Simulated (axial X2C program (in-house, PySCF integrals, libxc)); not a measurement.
Worked dissociation energy of ZrH⁻: PBE0, without spin–orbit coupling

Computed with an in-house all-electron X2C program for linear molecules (integrals from PySCF). Spin-free means the one-electron spin-free X2C Hamiltonian. Basis: Zr dyall-acv3z [12s13p10d6f3g], H dyall-av3z [7s3p2d] (cores contracted in-house); Gaussian nuclei, density fitting, unrestricted open shells. Masses: Zr 89.905 u, H 1.008 u.

Molecular state: M_S = 1, Λ = 0 (beyond evenly filled blocks: δ+α, δ-α).

| Item | Value |
| --- | --- |
| E(Zr) (2M_S = 2, M_L = 0) | -3597.957328 hartree |
| E(H-) (2M_S = 0, M_L = 0) | -0.524162 hartree |
| E(ZrH⁻) at Re | -3598.584846 hartree |
| ωe | 1389.4 cm⁻¹ |

Question: Work out De and D0.

Answer: De = -3597.957328 + (-0.524162) − (-3598.584846) = 0.10336 hartree = 2.812 eV. The zero-point energy is ωe/2 = 695 cm⁻¹ = 0.086 eV, so D0 = 2.726 eV.

De is counted from the lowest determinant-based energies of the atoms at the same level, without counterpoise correction. The state is one determinant with fixed occupations, lowest in a PBE0 search at one distance only: followed along the bond, the 2c determinant Ω = 2 reaches 0.14 eV lower at PBE0, at Re = 1.908 Å, so the state shown is not the lowest. The highest occupied level of some functionals is positive through self-interaction error; at Hartree–Fock it is bound. The determinant is spin-polarised beyond a pure state at some levels (its spin-free form has ⟨S²⟩ too high), which makes Re and μ there less reliable.

Each atomic determinant is the lowest at this level and need not be a pure term. Totals compare only within one Hamiltonian and basis.
